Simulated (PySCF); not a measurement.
Species: C5H12OSi.
Geometry (PBE0-D3(BJ)/def2-SVP, Å), atoms numbered from 1 in this order:
```xyz
19
C5H12OSi angstrom
O      3.0294    1.3044    0.1888
Si     2.1509   -0.1151    0.1073
C      0.3392    0.1092    0.5433
C     -0.4027    1.1109   -0.3877
C     -1.6212    0.3487   -0.9343
C     -1.8686   -0.7627    0.0812
C     -0.4546   -1.2108    0.4417
H      3.2005    1.6518    1.0683
H      2.7513   -1.1612    1.0013
H      2.2488   -0.5517   -1.3159
H      0.2777    0.4721    1.5844
H     -0.7171    1.9961    0.1864
H      0.2309    1.4913   -1.2049
H     -2.4948    0.9988   -1.0944
H     -1.3744   -0.1015   -1.9103
H     -2.5010   -1.5764   -0.3059
H     -2.3679   -0.3542    0.9772
H     -0.0618   -1.8462   -0.3739
H     -0.4006   -1.8092    1.3636
```

The calculation used TDDFT PBE0/def2-SVPD, vertical, gas phase, core orbitals frozen in the response in PySCF 2.14.0, density-fitted response routines.

Transition dipole moments from the ground state, in atomic units and in the frame of the coordinates above (overall signs are arbitrary), for the states with f of 0.002 or more among the lowest 7:

```csv
state,E (hartree),μx,μy,μz
S1,0.2442,-0.128,0.047,0.084
S2,0.2687,0.235,0.101,-0.032
S3,0.2802,-0.035,-0.058,-0.084
S4,0.2938,-0.025,0.214,0.268
S5,0.2952,0.144,-0.142,0.142
S6,0.2996,-0.509,-0.002,-0.136
S7,0.3043,0.509,-0.178,-0.116
```

(1) Work out the oscillator strengths.

(2) Which bond between heavy atoms lies closest to the direction of the S7 transition dipole?

(3) What angle do the transition dipoles of S4 and S5 make?

(4) What peak molar absorption coefficient would the strongest computed level give as a lone Gaussian band 0.4 eV wide at half height?

Results:

(1) f = (2/3) ΔE |μ|² with ΔE in hartree (27.2114 eV).

```csv
state,|μ|² (au),|μ| (D),f
S1,0.026,0.41,0.004
S2,0.066,0.65,0.012
S3,0.012,0.27,0.002
S4,0.119,0.88,0.023
S5,0.061,0.63,0.012
S6,0.277,1.34,0.055
S7,0.304,1.40,0.062
```

(2) Si2–C3, at 12° from it; next C6–C7 at 26°.

(3) |cos θ| = |μa·μb| / (|μa| |μb|) = 0.05, so θ ≈ 87° (taken between 0 and 90°, since the signs are arbitrary).

(4) ε(max) = 2.175×10⁸ f / FWHM, with the width in cm⁻¹. S7: 2.175×10⁸ × 0.0617 / 3226 ≈ 4200 L mol⁻¹ cm⁻¹.

The vertical ionisation energy (ΔSCF) is 9.61 eV, 1.33 eV above S7.

One conformer stands for the species.

Without π bonds the low states may be Rydberg-like; a valence basis with one diffuse set may place them up to an eV too high.
